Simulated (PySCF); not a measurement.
B(OH)2(SMe) (CH5BO2S), SMILES OB(O)SC. Atoms are numbered in the order given.

```xyz
10

B     -0.0651    -0.8239     0.0000
O      0.7166    -1.9558     0.0000
H      0.2159    -2.7894     0.0000
O     -1.4423    -0.7930     0.0000
H     -1.8605    -1.6716     0.0000
S      0.8421     0.7612     0.0000
C     -0.5432     1.9579     0.0000
H     -1.1733     1.8383    -0.9011
H     -0.0923     2.9677     0.0000
H     -1.1733     1.8383     0.9011
```
Charge 0, spin multiplicity 1.

Geometry: PBE-D3(BJ)/def2-SVP. Other conformers were not sampled.

Computed with PBE-D3(BJ)/def2-SVP (PySCF).

Frequencies are harmonic and unscaled.

Computed vibrational spectrum:
```tsv
mode	ν (cm⁻¹)	IR (km/mol)	moving atoms (share of kinetic energy)
1	78	0.0	H 68 %, O 19 %, C 9 %
2	98	2.3	H 43 %, O 25 %, S 18 %, C 14 %
3	189	2.2	C 36 %, O 32 %, H 23 %
4	300	6.5	H 97 %
5	350	7.9	O 56 %, S 14 %, C 11 %, B 10 %, H 9 %
6	401	8.7	O 49 %, S 32 %, H 14 %
7	424	170.6	H 85 %, B 9 %
8	569	57.0	B 74 %, O 20 %
9	638	41.8	O 36 %, H 23 %, S 21 %, B 17 %
10	713	3.6	C 53 %, S 34 %, H 10 %
11	899	202.5	H 91 %, O 8 %
12	930	5.2	H 84 %, C 15 %
13	948	10.8	H 77 %, C 17 %
14	955	137.3	O 49 %, H 44 %
15	1255	149.2	H 44 %, B 43 %, O 9 %
16	1294	43.9	H 67 %, B 19 %, C 9 %
17	1389	217.3	B 48 %, H 32 %, O 18 %
18	1394	7.2	H 96 %
19	1407	86.7	H 65 %, B 24 %, O 8 %
20	2990	21.7	H 98 %
21	3098	4.8	H 90 %, C 10 %
22	3104	3.7	H 90 %, C 10 %
23	3741	24.1	H 94 %
24	3755	46.1	H 94 %
```
